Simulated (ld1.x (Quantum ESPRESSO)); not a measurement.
## u(r) = r·R(r): atom against pseudo-atom (sulfur (S))

Columns: radius, all-electron u(r) and pseudo u(r) of the 3p shell (level -7.11 eV) of sulfur in the configuration [Ne] 3s2 3p4; LDA (PZ), scalar-relativistic, TM scheme, ld1.x (Quantum ESPRESSO) 7.5.

```
r (bohr)  all-electron   pseudo
   0.088        0.1390  -0.0058
   0.175        0.2867  -0.0229
   0.262        0.3345  -0.0507
   0.350        0.2952  -0.0890
   0.438        0.2008  -0.1363
   0.525        0.0804  -0.1906
   0.612       -0.0483  -0.2506
   0.700       -0.1752  -0.3152
   0.788       -0.2918  -0.3815
   0.875       -0.3934  -0.4464
   0.962       -0.4801  -0.5081
   1.050       -0.5527  -0.5652
   1.138       -0.6106  -0.6149
   1.225       -0.6546  -0.6554
   1.312       -0.6867  -0.6865
   1.400       -0.7087  -0.7084
   1.487       -0.7215  -0.7213
   1.575       -0.7266  -0.7266
   1.662       -0.7253  -0.7253
   1.750       -0.7186  -0.7186
   1.838       -0.7075  -0.7075
   1.925       -0.6932  -0.6932
   2.012       -0.6762  -0.6762
   2.100       -0.6569  -0.6569
   2.188       -0.6360  -0.6360
   2.275       -0.6143  -0.6143
```

Problem. How many radial nodes do the two functions have?

Solution. The all-electron 3p function has n − l − 1 = 1; the pseudo-wave has 0, since the states of the same l below it are removed with the core.

Problem. Where does each function peak?

Solution. Outermost all-electron maximum near 1.57 bohr, pseudo maximum near 1.57 bohr (to the table’s step).

Problem. Is the pseudo-wave norm-conserving?

Solution. Yes: the TM scheme keeps the norm inside the radius equal to the all-electron one, which fixes the energy derivative of the logarithmic derivative at the level.
